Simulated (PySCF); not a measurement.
C₇H₁₅GaO.
Cartesian coordinates in Å at the PBE0-D3(BJ)/def2-SVP level; atoms count from 1:
```xyz
24
C7H15GaO angstrom
C      1.6728    0.8060    0.9603
C      1.4350    0.1297   -0.1669
C      2.5196   -0.3482   -1.0835
C      0.0328   -0.1748   -0.6333
C     -0.3728   -1.6435   -0.4686
C     -0.9637   -1.6617    0.9365
C     -1.7127   -0.3444    0.9768
O     -0.9440    0.5323    0.1433
Ga    -1.5946    2.4963   -0.2771
H      2.6955    1.0257    1.2771
H      0.8573    1.1891    1.5770
H      3.5140   -0.1124   -0.6819
H      2.4699   -1.4367   -1.2524
H      2.4281    0.1296   -2.0737
H     -0.0751    0.1642   -1.6773
H     -1.1380   -1.9083   -1.2148
H      0.4746   -2.3305   -0.5934
H     -1.6212   -2.5223    1.1213
H     -0.1604   -1.6727    1.6887
H     -2.7284   -0.4239    0.5547
H     -1.7824    0.1067    1.9772
H     -3.1292    2.1399   -0.4574
H     -0.7137    2.7084   -1.5735
H     -1.1601    3.1996    1.0707
```

Method used: PySCF, PBE0-D3(BJ)/def2-SVP geometry optimisation, gas phase.

(1) Which atoms are bound to Ga9, and at what distances?

(2) List the angles at Ga9.

(3) Describe the arrangement about Ga9 in numbers.

(4) What are the other bond lengths?

(5) Give some angles away from the centre.

(6) What are the rotational constants (commonest isotopes, rigid rotor)?

Answers

(1) 4 atoms: H24 1.581 Å, H23 1.582 Å, H22 1.586 Å, O8 2.111 Å. The nearest atom not counted as bound is C7, at 3.11 Å (others tie with it).

(2) 
| angle | degrees | distance of the outer atoms (Å) |
| --- | --- | --- |
| H23–Ga9–H24 | 119.1 | 2.73 |
| H22–Ga9–H23 | 118.4 | 2.72 |
| H22–Ga9–H24 | 117.6 | 2.71 |
| O8–Ga9–H24 | 99.2 | 2.83 |
| O8–Ga9–H23 | 96.7 | 2.78 |
| O8–Ga9–H22 | 96.4 | 2.78 |

(3) Angles from 96.4° to 119.1°; τ4 = (360° − α − β)/141° = 0.87 with α and β the two widest (0 for a square, 1 for a tetrahedron).

(4) C1=C2 1.336 Å; C2–C3 1.498 Å; C2–C4 1.509 Å; C4–C5 1.533 Å; C5–C6 1.524 Å; C6–C7 1.516 Å; C7–O8 1.433 Å; C4–O8 1.434 Å. (A selection.)

(5) C1–C2–C3 123.3°, C1–C2–C4 121.9°, C3–C2–C4 114.8°, C2–C4–C5 114.0°, C2–C4–O8 111.5°, C5–C4–O8 103.5°, C4–C5–C6 102.3°, C5–C6–C7 101.9°, C6–C7–O8 104.5°, C7–O8–Ga9 121.3°.

(6) A = 1554, B = 759.3, C = 598.4 MHz: an asymmetric top.

Point group: C1 (no symmetry element, even within 0.4 Å). Charge 0, singlet. PBE0-D3(BJ)/def2-SVP frequencies: not computed here.

The run took about 11 min of CPU time (one thread, shared machine). This is the geometry optimisation.

One conformer stands for the species.
